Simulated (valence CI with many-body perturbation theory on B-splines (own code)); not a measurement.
## Ir LV: one-electron terms

Calculated by relativistic CI+MBPT: five valence electrons over a frozen Dirac-Fock core [Ar], radial functions for each j: 7 s, 7 p, 8 d, 6 f, 4 g, 1 h, with the one-electron correlation potential Σ1 (screened to all orders), the two-electron term Σ2, the three-electron term Σ3, Breit, model QED; selected single and double excitations, second order for the rest (own B-spline code, finite nucleus).

The last digits are not significant, and no measured levels were compared; by estimate large intervals hold to a few tenths of a per cent, small ones and those within an open d or f shell to about a per cent. Among the levels kept, up to 250 cm⁻¹ of a level comes from second order outside the variational space, and about a tenth of that is noise between levels of different J, which matters for small intervals. The list stops below the first excitations out of the core. Only levels of the ground parity were solved; by the run's estimate the other parity begins above the list, which can be wrong where configurations are misplaced.

These are the spectroscopic orbitals of the CI (the correlating ones are not listed), shaped by the core and the other valence electrons. h is the expectation value of the core's Dirac-Fock operator, without the valence repulsion; Σ1 is computed up to l = 3 at one energy for each symmetry, that of its lowest orbital but kept below the first core excitation, so for empty shells it is not the orbital's own correlation shift; Breit and QED include the response of the core.

| Orbital | h (hartree) | Σ1 (cm⁻¹) | Breit (cm⁻¹) | QED (cm⁻¹) | ⟨r⟩ (bohr) |
| --- | --- | --- | --- | --- | --- |
| 4s1/2 | -130.83 | -8280 | 18022 | 14025 | 0.3528 |
| 5s1/2 | -80.471 | -3199 | 8731 | 6951 | 0.5734 |
| 6s1/2 | -54.475 | -1610 | 4781 | 3892 | 0.8499 |
| 4p1/2 | -127.46 | -10974 | 28692 | 770 | 0.3464 |
| 5p1/2 | -78.797 | -3996 | 14201 | 400 | 0.5702 |
| 6p1/2 | -53.527 | -1971 | 7858 | 229 | 0.8501 |
| 4p3/2 | -121.59 | -9956 | 16234 | 1921 | 0.3647 |
| 5p3/2 | -75.931 | -3826 | 8156 | 983 | 0.5928 |
| 6p3/2 | -51.916 | -1925 | 5027 | 560 | 0.8772 |
| 3d3/2 | -217.17 | -21882 | 37023 | -2486 | 0.1589 |
| 4d3/2 | -117.06 | -11018 | 13943 | -698 | 0.3427 |
| 5d3/2 | -73.726 | -4262 | 6800 | -314 | 0.5783 |
| 3d5/2 | -213.66 | -19416 | 19872 | -601 | 0.1629 |
| 4d5/2 | -115.73 | -10357 | 7492 | -33.1 | 0.3475 |
| 5d5/2 | -73.057 | -3951 | 3628 | 11.2 | 0.5842 |
| 4f5/2 | -111.63 | -27717 | 2278 | -535 | 0.3084 |
| 5f5/2 | -71.16 | -10889 | 1003 | -253 | 0.5501 |
| 4f7/2 | -111.13 | -21296 | 206 | -246 | 0.3106 |
| 5f7/2 | -70.893 | -8371 | 168 | -105 | 0.5528 |
| 5g7/2 | -69.754 |  | 201 | -76.5 | 0.4937 |
| 5g9/2 | -69.625 |  | -34.8 | -3.7 | 0.4951 |

Among the shells of the start configuration 3d5, Σ1 is largest in size for 3d3/2, where it is 0.046 % of h.

Lowest root of each symmetry, sizes in configuration state functions:

| J | Parity | Roots | Reference | Variational | Second order | Change by selected CI (cm⁻¹) | Change by second order (cm⁻¹) |
| --- | --- | --- | --- | --- | --- | --- | --- |
| 1/2 | even | 4 | 39 | 17686 | 1853 | -23242 | -2 |
| 3/2 | even | 7 | 67 | 24974 | 177378 | -21521 | -43 |
| 5/2 | even | 10 | 81 | 26536 | 167805 | -21650 | -109 |
| 7/2 | even | 7 | 72 | 23935 | 23673 | -20684 | -239 |
| 9/2 | even | 5 | 56 | 24004 | 20019 | -21499 | -213 |
| 11/2 | even | 3 | 35 | 24540 | 11714 | -20507 | -43 |
| 13/2 | even | 1 | 18 | 19661 | 6537 | -19480 | -7 |
